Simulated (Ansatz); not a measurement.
Consider the redistribution: `[OH][GaH][F]` + `[SH][Ga]([SH])[Br]` → `[F][GaH][Br]` + `[OH][Ga]([SH])[SH]`.

Computed with Ansatz on PBE0-D4/def2-TZVP structures; ΔE is electronic, products minus reactants. CCSD(T)/CBS is the MP2 limit (def2-TZVPP, def2-QZVPP) plus CCSD(T) − MP2 in def2-TZVPP, frozen cores. Functionals use def2-TZVPP. For Br, Ga outer-core shells are correlated without core-valence functions, which leaves a few kJ/mol of doubt a bond. Scalar relativity is left out up to krypton. One conformer a species, not always the lowest.

```csv
level,ΔE (kJ/mol)
ωB97M-V,5.8
B2PLYP,6.5
```

(1) What does CCSD(T)/CBS give? (Best estimate.)

Largest T1 diagnostic among the species: 0.015.

Results:

(1) Ansatz gave: +7.2 kJ/mol. The listed levels differ from it by -1.4, -0.7 kJ/mol.

In def2-TZVPP, CCSD(T) changes the Hartree–Fock value by +4.5 kJ/mol (the triples alone add +0.7 kJ/mol) and MP2 by +7.3 kJ/mol.
